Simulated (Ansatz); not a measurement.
Reaction (formal exchange of groups at a C–B bond): `BC(=C)Br` + GeH₄ → `C=[C]([GeH3])Br` + BH₃

Isolated molecules relaxed with PBE0-D4/def2-TZVP in Ansatz; ΔE leaves out vibrations. CCSD(T)/CBS adds triple-zeta CCSD(T) − MP2 to the extrapolated MP2 energy (def2 sets, frozen cores). This one scheme is used for every species. DFT in def2-TZVPP. For Br, Ge outer-core shells are correlated without core-valence functions, which leaves a few kJ/mol of doubt a bond. Scalar relativity is left out up to krypton.

CCSD(T)/CBS gives +40.8 kJ/mol.

Another level gave +52.4 kJ/mol. Which?
A. r2SCAN/def2-TZVPP
B. CCSD(T)/def2-TZVPP
C. MP2/def2-TZVPP
D. ωB97M-V/def2-TZVPP

A. r2SCAN 52.4, ωB97M-V 46.8, MP2/def2-TZVPP 36.1, CCSD(T)/def2-TZVPP 40.3 kJ/mol.

Largest T1 diagnostic among the species: 0.012.

The D4 term adds −4.4 kJ/mol with B3LYP and −2.5 kJ/mol with PBE0; it sums over pairs of atoms, weighted by their polarisabilities, and B3LYP, whose exchange is more repulsive, gets the larger term. In def2-TZVPP, CCSD(T) changes the Hartree–Fock value by −5.2 kJ/mol (the triples alone add +0.1 kJ/mol) and MP2 by −9.4 kJ/mol.

B3LYP here is the variant with VWN-RPA as its local correlation; programs differ in this.
